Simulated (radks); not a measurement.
All-electron atom: the hafnium ion Hf16+ in [Kr] 4d10 4f10.

Method: non-relativistic Kohn-Sham, TPSS, spin-polarised, spherical densities, point nucleus; open shells are filled with parallel spins first (spin-orbit coupling, left out, can overturn this in heavy ions); meta-GGA in the generalised Kohn-Sham scheme; relativity is left out, which matters for an element this heavy; computed with a radial shooting solver on a logarithmic mesh with Libxc functionals.

Energy parts (eV):
| part | energy |
|---|---|
| total | -387369.92 |
| kinetic | 387282.26 |
| electron-nucleus | -901791.67 |
| Hartree | 134759.14 |
| exchange-correlation | -7619.66 |

Orbitals (lengths in bohr, moments of r in powers of bohr; r(90%) holds 90 % of the orbital's charge):
orbital  occ.  eigenvalue (eV)  r(90%)  <1/r>       <r^4>
1s up       1        -60608.97  0.0374  71.47   8.822e-07
1s down     1        -60608.98  0.0374  71.47   8.822e-07
2s up       1        -10199.32   0.136  16.74   0.0001449
2s down     1        -10199.27   0.136  16.74   0.0001448
2p up       3        -9775.475   0.122  16.76  0.00009146
2p down     3        -9775.444   0.122  16.76  0.00009146
3s up       1        -2586.918   0.330  6.419    0.005095
3s down     1        -2583.966   0.330  6.425    0.005080
3p up       3        -2392.204   0.323  6.363    0.004573
3p down     3        -2389.470   0.322  6.369    0.004558
3d up       5        -2030.546   0.295  6.279    0.003145
3d down     5        -2028.481   0.294  6.284    0.003132
4s up       1        -787.0242   0.714  2.800      0.1127
4s down     1        -782.1827   0.714  2.795      0.1131
4p up       3        -705.8884   0.731  2.714      0.1227
4p down     3        -701.0084   0.731  2.709      0.1233
4d up       5        -558.7716   0.768  2.538      0.1470
4d down     5        -553.7967   0.769  2.532      0.1483
4f up       7        -367.0401   0.850  2.225      0.2170
4f down     3        -361.8395   0.856  2.216      0.2234

The highest occupied level is 4f down at -361.84 eV. Virial ratio -V/T = 2.00023.
